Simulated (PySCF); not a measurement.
## Gas-phase XPS of `C=CC(=C)CB(C)C`, computed

Species: C₇H₁₃B.
Atom-mapped SMILES: `[CH2:1]=[CH:2][C:3](=[CH2:4])[CH2:5][B:6]([CH3:7])[CH3:8]`

Computed, not measured: delta-SCF UKS SCAN, pcX-2 on the ionised atom, pcseg-1 elsewhere, spin-free X2C in PySCF 2.14.0. These are vertical core ionisation energies against the vacuum level, from separate self-consistent calculations with and without the core hole.

**Question.** List the computed XPS lines with their assignment.

**Answer.** 
| atom(s) | bonded to | level | binding energy (eV) | above the level's lowest (eV) | count |
| --- | --- | --- | --- | --- | --- |
| C3 | C (double bond) and 2 C | C 1s | 290.44 | +0.96 | 1 |
| C2 | C (double bond), C and H | C 1s | 290.39 | +0.91 | 1 |
| C5 | C, 2 H and B | C 1s | 289.94 | +0.46 | 1 |
| C1 | C (double bond) and 2 H | C 1s | 289.81 | +0.33 | 1 |
| C7/C8 | 3 H and B | C 1s | 289.77 | +0.29 | 2 |
| C4 | C (double bond) and 2 H | C 1s | 289.48 | 0.00 | 1 |

Lowest listed C 1s: C4, bonded to C (double bond) and 2 H. Highest, 0.96 eV above it: C3, bonded to C (double bond) and 2 C. The widest gap between neighbouring values is 0.45 eV, between 289.94 and 290.39 eV. The values 289.77 and 289.81 eV; the values 290.39 and 290.44 eV lie too close for their order to be trusted.

**Question.** Which photon energy gives electrons from C 1s of C7/C8 a kinetic energy of 100 eV, and what is their de Broglie wavelength?

**Answer.** hν = 289.77 + 100 = 389.77 eV, recoil neglected; λ = 12.264 Å/√(E/eV) = 1.23 Å.

Topologically equivalent atoms share the value of their first member; where this conformer doesn't relate them by symmetry, their own values could differ. Not every level is listed. The unrestricted hole states depart most from a pure doublet (⟨S²⟩ = 0.75; over 0.85 named) for C 1s of C2 (0.94) and C 1s of C3 (0.94), which makes these values less certain. No level of boron is listed. One conformer (not necessarily the lowest) at the PBE0-D3(BJ)/def2-SVP geometry, without solvent, vibrations or thermal averaging.

The values belong to the conformer `[CH2:1]=[CH:2][C:3](=[CH2:4])[CH2:5][B:6]([CH3:7])[CH3:8]`: C1–C2–C3–C4 -179°, C2–C3–C5–B6 -71°, C3–C5–B6–C7 -25°.
